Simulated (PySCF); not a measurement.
## Radial density of Fe²⁺ (iron, charge +2)

UHF, [Ar] 3d6, high-spin 5D determinant. Calculation: PySCF 2.14, in dyall-av2z (16s12p7d2f, 101 functions); no relativity, point nucleus.

```json
{"r (bohr)": "0.00106", "4πr²ρ (e/bohr)": "0.1600", "4πr²(ρα − ρβ)": "0.0000"}
{"r (bohr)": "0.00179", "4πr²ρ (e/bohr)": "0.4363", "4πr²(ρα − ρβ)": "0.0000"}
{"r (bohr)": "0.00301", "4πr²ρ (e/bohr)": "1.158", "4πr²(ρα − ρβ)": "-0.0001"}
{"r (bohr)": "0.00506", "4πr²ρ (e/bohr)": "2.947", "4πr²(ρα − ρβ)": "-0.0003"}
{"r (bohr)": "0.00851", "4πr²ρ (e/bohr)": "6.966", "4πr²(ρα − ρβ)": "-0.0007"}
{"r (bohr)": "0.0143", "4πr²ρ (e/bohr)": "14.60", "4πr²(ρα − ρβ)": "-0.0015"}
{"r (bohr)": "0.0241", "4πr²ρ (e/bohr)": "25.02", "4πr²(ρα − ρβ)": "-0.0026"}
{"r (bohr)": "0.0405", "4πr²ρ (e/bohr)": "31.16", "4πr²(ρα − ρβ)": "-0.0035"}
{"r (bohr)": "0.0682", "4πr²ρ (e/bohr)": "26.42", "4πr²(ρα − ρβ)": "-0.0041"}
{"r (bohr)": "0.115", "4πr²ρ (e/bohr)": "26.32", "4πr²(ρα − ρβ)": "0.0185"}
{"r (bohr)": "0.193", "4πr²ρ (e/bohr)": "34.78", "4πr²(ρα − ρβ)": "0.2738"}
{"r (bohr)": "0.324", "4πr²ρ (e/bohr)": "19.19", "4πr²(ρα − ρβ)": "1.4123"}
{"r (bohr)": "0.546", "4πr²ρ (e/bohr)": "14.60", "4πr²(ρα − ρβ)": "3.4033"}
{"r (bohr)": "0.918", "4πr²ρ (e/bohr)": "13.78", "4πr²(ρα − ρβ)": "3.3938"}
{"r (bohr)": "1.54", "4πr²ρ (e/bohr)": "3.192", "4πr²(ρα − ρβ)": "1.2068"}
{"r (bohr)": "2.60", "4πr²ρ (e/bohr)": "0.2240", "4πr²(ρα − ρβ)": "0.1086"}
{"r (bohr)": "4.37", "4πr²ρ (e/bohr)": "0.005015", "4πr²(ρα − ρβ)": "0.0018"}
{"r (bohr)": "7.35", "4πr²ρ (e/bohr)": "2.588e-05", "4πr²(ρα − ρβ)": "0.0000"}
```

**Question.** Where is the radial spin density 4πr²(ρα − ρβ) most negative, and why is it negative at all?

**Answer.** Around r = 0.0682 bohr, down to -0.0041 e/bohr: exchange with the open shell polarises the paired shells in an unrestricted calculation.
